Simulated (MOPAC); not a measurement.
Job for MOPAC: PM3 on H4InNO (SMILES [NH2][InH][OH]), a point of a torsion scan.

```
PM3 1SCF PRECISE CHARGE=0 THREADS=1
H4InNO

N      1.45567565 1    -0.56746860 1    -0.04780398 1
In    -0.15955104 1     0.68079595 1    -0.20526258 1
O     -1.43586429 1     0.07525587 1    -1.53001361 1
H      1.85654101 1    -0.57242375 1     0.88653495 1
H      2.19817655 1    -0.29162277 1    -0.68452386 1
H     -0.57932247 1     2.07472723 1     0.70091295 1
H     -2.22769544 1     0.58597741 1    -1.69121948 1
```

The log:

```
*******************************************************************************
 **                                                                           **
 **                              MOPAC v23.2.5                                **
 **                                                                           **
 *******************************************************************************
 ** MOPAC's Digital Object Identifier: https://doi.org/10.5281/zenodo.6511958 **
 **                                                                           **
 ** Please cite the open-source release paper for use of this MOPAC version:  **
 ** J. E. Moussa and J. J. P. Stewart (2026)                                  **
 ** MOPAC: An open-source semiempirical molecular orbital program             **
 ** J. Open Source Softw., 11(119), 8025, https://doi.org/10.21105/joss.08025 **
 *******************************************************************************

                              PM3 CALCULATION RESULTS

 *******************************************************************************
 *  PM3        - The PM3 Hamiltonian to be used
 *
 *
 *
 *                 CHARGE ON SYSTEM = 0
 *
 *
 *
 *  PRECISE    - TIGHTER CRITERIA TO BE USED
 *  1SCF       - DO 1 SCF AND THEN STOP
 *  THREADS=1  - MULTI-THREADING NOT USED
 *  T=         - A TIME OF 172800.0 SECONDS REQUESTED
 *  DUMP=N     - RESTART FILE WRITTEN EVERY 7200.0 SECONDS REQUESTED
 *******************************************************************************
PM3 1SCF PRECISE CHARGE=0 THREADS=1
 H4InNO

   ATOM   CHEMICAL          X               Y               Z
  NUMBER   SYMBOL      (ANGSTROMS)     (ANGSTROMS)     (ANGSTROMS)

     1       N          1.45567565  *  -0.56746860  *  -0.04780398  *
     2      In         -0.15955104  *   0.68079595  *  -0.20526258  *
     3       O         -1.43586429  *   0.07525587  *  -1.53001361  *
     4       H          1.85654101  *  -0.57242375  *   0.88653495  *
     5       H          2.19817655  *  -0.29162277  *  -0.68452386  *
     6       H         -0.57932247  *   2.07472723  *   0.70091295  *
     7       H         -2.22769544  *   0.58597741  *  -1.69121948  *



          CARTESIAN COORDINATES

    NO.       ATOM           X           Y           Z

     1         N          1.4557     -0.5675     -0.0478
     2        In         -0.1596      0.6808     -0.2053
     3         O         -1.4359      0.0753     -1.5300
     4         H          1.8565     -0.5724      0.8865
     5         H          2.1982     -0.2916     -0.6845
     6         H         -0.5793      2.0747      0.7009
     7         H         -2.2277      0.5860     -1.6912

  H: (PM3): J. J. P. STEWART, J. COMP. CHEM. 10, 209 (1989).
  N: (PM3): J. J. P. STEWART, J. COMP. CHEM. 10, 209 (1989).
  O: (PM3): J. J. P. STEWART, J. COMP. CHEM. 10, 209 (1989).
 In: (PM3): J. J. P. STEWART, J. COMP. CHEM. 12, 320-341 (1991).

           Empirical Formula: H4 N O In  =     7 atoms



      MOLECULAR POINT GROUP   :   C1


      RHF CALCULATION, NO. OF DOUBLY OCCUPIED LEVELS = 9


 -------------------------------------------------------------------------------
 PM3 1SCF PRECISE CHARGE=0 THREADS=1
 H4InNO



     1SCF WAS SPECIFIED, SO BFGS WAS NOT USED
     SCF FIELD WAS ACHIEVED


                              PM3 CALCULATION
                                                       MOPAC v23.2.5 Linux




          FINAL HEAT OF FORMATION =         -3.75935 KCAL/MOL =     -15.72913 KJ/MOL


          COSMO AREA              =        100.25 SQUARE ANGSTROMS
          COSMO VOLUME            =         81.52 CUBIC ANGSTROMS

          IONIZATION POTENTIAL    =          9.628594 EV
          HOMO LUMO ENERGIES (EV) =         -9.629 -2.346
          NO. OF FILLED LEVELS    =          9
          MOLECULAR WEIGHT        =        148.8577         POINT GROUP:  C1

          MOLECULAR DIMENSIONS (Angstroms)

            Atom       Atom       Distance
            H     7    H     4     4.96666
            H     6    H     5     3.27908
            O     3    H     5     1.09576


          SCF CALCULATIONS        =          1





   ATOM   CHEMICAL          X               Y               Z
  NUMBER   SYMBOL      (ANGSTROMS)     (ANGSTROMS)     (ANGSTROMS)

     1       N          1.45567565  *  -0.56746860  *  -0.04780398  *
     2      In         -0.15955104  *   0.68079595  *  -0.20526258  *
     3       O         -1.43586429  *   0.07525587  *  -1.53001361  *
     4       H          1.85654101  *  -0.57242375  *   0.88653495  *
     5       H          2.19817655  *  -0.29162277  *  -0.68452386  *
     6       H         -0.57932247  *   2.07472723  *   0.70091295  *
     7       H         -2.22769544  *   0.58597741  *  -1.69121948  *

                             CARTESIAN COORDINATES

   1    N        1.455675650    -0.567468600    -0.047803980
   2   In       -0.159551040     0.680795950    -0.205262580
   3    O       -1.435864290     0.075255870    -1.530013610
   4    H        1.856541010    -0.572423750     0.886534950
   5    H        2.198176550    -0.291622770    -0.684523860
   6    H       -0.579322470     2.074727230     0.700912950
   7    H       -2.227695440     0.585977410    -1.691219480


           Empirical Formula: H4 N O In  =     7 atoms



      MOLECULAR POINT GROUP   :   C1


                  EIGENVALUES
 -35.57141 -27.79694 -16.85388 -15.69767 -15.15381 -12.76136 -12.18420 -11.74500
  -9.62859  -2.34591  -0.31251  -0.14194   1.40749   3.81429   4.78207   5.08005


              NET ATOMIC CHARGES AND DIPOLE CONTRIBUTIONS

  ATOM NO.   TYPE          CHARGE      No. of ELECS.   s-Pop       p-Pop
    1          N           0.030370        4.9696     1.41969     3.54994
    2         In           0.068927        2.9311     1.12760     1.80348
    3          O          -0.414058        6.4141     1.75144     4.66262
    4          H           0.039144        0.9609     0.96086
    5          H           0.052281        0.9477     0.94772
    6          H           0.012051        0.9879     0.98795
    7          H           0.211285        0.7887     0.78871
 DIPOLE           X         Y         Z       TOTAL
 POINT-CHG.     1.622     0.527     1.287     2.137
 HYBRID        -0.532     0.841    -0.443     1.089
 SUM            1.090     1.368     0.844     1.942


          ATOMIC ORBITAL ELECTRON POPULATIONS

     Atom    s        px        py        pz
    1  N   1.41969   1.05388   1.45530   1.04075
    2 In   1.12760   0.67722   0.63776   0.48850
    3  O   1.75144   1.35695   1.61974   1.68593
    4  H   0.96086
    5  H   0.94772
    6  H   0.98795
    7  H   0.78871

 **********************
 *                    *
 * JOB ENDED NORMALLY *
 *                    *
 **********************




 == MOPAC DONE ==
```

The run finished.

Cost: very roughly 0.010 core-seconds.
